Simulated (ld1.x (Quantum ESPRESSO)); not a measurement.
**Configuration tests for titanium (TM)**

```json
{"Element": "titanium (Ti)", "Generator": "ld1.x (Quantum ESPRESSO) 7.5", "Type": "norm-conserving Troullier–Martins (Kleinman–Bylander form)", "Functional": "BLYP", "Relativity": "scalar-relativistic", "Frozen core": "[Ar]", "Valence charge": "4", "Reference configuration": "3d2 4s1.5 4p0 (charge +0.5)", "Partial waves": "4s (bound): rc 2.90 bohr; 4p (bound, empty): rc 3.10 bohr; 3d (bound): rc 1.55 bohr; 4f channel at 0.5 Ry: rc 3.20 bohr", "Local potential": "all-electron potential smoothed inside 2.40 bohr (lloc = -1)", "Core correction": "Bessel-smoothed model core inside 0.70 bohr"}
```

Energies are relative to the spin-unpolarised reference configuration 3d2 4s1.5 4p0; without spin polarisation the order of configurations can differ from experiment.

```json
{"valence configuration": "3d2 4s2 4p0", "charge": "0", "ΔE all-electron (eV)": "-2.886", "error AE − PS (meV)": "+0.2"}
{"valence configuration": "3d2 4s1 4p0", "charge": "+1", "ΔE all-electron (eV)": "4.401", "error AE − PS (meV)": "-0.7"}
{"valence configuration": "3d2 4s0 4p0", "charge": "+2", "ΔE all-electron (eV)": "18.119", "error AE − PS (meV)": "-21"}
{"valence configuration": "3d2.5 4s1.5 4p0", "charge": "0", "ΔE all-electron (eV)": "-2.533", "error AE − PS (meV)": "-31"}
{"valence configuration": "3d2 4s0 4p1", "charge": "+1", "ΔE all-electron (eV)": "8.230", "error AE − PS (meV)": "-5.0"}
{"valence configuration": "3d2 4s0 4p2", "charge": "0", "ΔE all-electron (eV)": "3.514", "error AE − PS (meV)": "-6.3"}
{"valence configuration": "3d2 4s1 4p1", "charge": "0", "ΔE all-electron (eV)": "0.216", "error AE − PS (meV)": "-1.0"}
```

Levels in the configuration 3d2 4s0 4p0:

| level | all-electron (eV) | pseudo (eV) |
| --- | --- | --- |
| 3d | -19.693 | -19.648 |
